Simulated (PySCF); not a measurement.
Gas-phase reaction: 2 Sn(CH3)4 + C4H2 = 2 SnH4 + 3 C4H6 (butadiene)

Computed with PySCF and rigid-rotor harmonic-oscillator thermochemistry at 1 bar. † marks an energy on the PBE0/def2-TZVP geometry and frequencies; other levels use their own. CCSD(T) freezes the core. All species are closed-shell singlets. B3LYP is the form with VWN-RPA correlation. Sn: scalar-relativistic def2 core potential, no spin-orbit coupling. CCSD(T) isn't extrapolated to the basis-set limit. The harmonic model lacks anharmonicity and excited electronic states, which grow with temperature; levels with a mode under 35 cm⁻¹ are left out. Internal rotation in Sn(CH3)4, C4H6 (butadiene) is treated as a harmonic vibration of one conformer, which makes the entropy rough.

| level | ΔE electronic, kJ | ΔH°(298 K), kJ | ΔS°(298 K), J/K | ΔG°(1200 K), kJ |
|---|---|---|---|---|
| B3LYP/def2-TZVP† | 193 | 139 | 218 | -88 |
| BLYP/def2-TZVP† | 176 | 122 | 218 | -105 |
| CCSD(T)/def2-SVP† | 170 | 116 | 218 | -110 |
| PBE/def2-SVP | 179 | 123 | 209 | -93 |
| PBE/def2-TZVP† | 231 | 177 | 218 | -50 |
| PBE0/def2-SVP† | 197 | 143 | 218 | -84 |
| PBE0/def2-TZVP | 244 | 190 | 218 | -37 |
| r2SCAN/def2-TZVP† | 250 | 196 | 218 | -31 |
ΔH° is lowest at CCSD(T)/def2-SVP† and highest at r2SCAN/def2-TZVP†. No reference value is set beside these.
